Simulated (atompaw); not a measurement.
**What one change does to a pseudopotential (tantalum, PAW (atompaw))**

* Element: Ta (Z = 73)
* Generator: atompaw 4.2.0.5
* Type: PAW
* Functional: PBE
* Relativity: scalar-relativistic
* Frozen core: [Xe] 4f14
* Valence charge: 5
* Reference configuration: 5d3 6s1.5 6p0 (charge +0.5)
* Partial waves: 6s (bound): rc 3.00 bohr; 6s channel at 0.45 Ry: rc 2.50 bohr; 6p (bound, empty): rc 3.00 bohr; 6p channel at 0.1 Ry: rc 3.00 bohr; 5d (bound): rc 2.05 bohr; 5d channel at 1.9 Ry: rc 3.00 bohr
* Local potential: bessel scheme, radius 2.85 bohr
* Core correction: smooth core density matched at 2.45 bohr
* Augmentation charge: besselshape compensation charge, radius 2.20 bohr; PAW radius 3.00 bohr; waves and projectors: custom rrkj vanderbiltortho

Change: augmentation besselshape compensation charge, radius 2.20 bohr; PAW radius 3.00 bohr; waves and projectors: custom polynom2 7 10 vanderbiltortho.

Cutoffs: the cutoffs (Ry, on a coarse ladder) from which the occupation-weighted sum of valence levels, in a spherical-Bessel basis at the reference potential, stays within 10 and 1 mRy of its value at 400 Ry; they do not see the model core or the augmentation charge, which bear on the density cutoff.

What does the change do?

The potential gets softer (21 Ry and 30 Ry → 18 Ry and 25 Ry); neither file shows a bound ghost.

```csv
quantity,base,changed
"cutoff, loose",21 Ry,18 Ry
"cutoff, tight",30 Ry,25 Ry
bound ghosts,none,none
s: phases at 3.02 bohr within 0.05 rad from the reference energy up to (Ry; the scan ends near 5),3.3,2.9
p: phases at 3.02 bohr within 0.05 rad from the reference energy up to (Ry; the scan ends near 5),1.5,1.7
d: phases at 3.02 bohr within 0.05 rad from the reference energy up to (Ry; the scan ends near 5),to the end of the scan,to the end of the scan
lowest overlap eigenvalue by channel,"s 0.27, p 0.60, d 0.63","s 0.74, p 0.89, d 0.58"
```

 The cutoffs see the waves, projectors and local potential, not the compensation charge or the core.
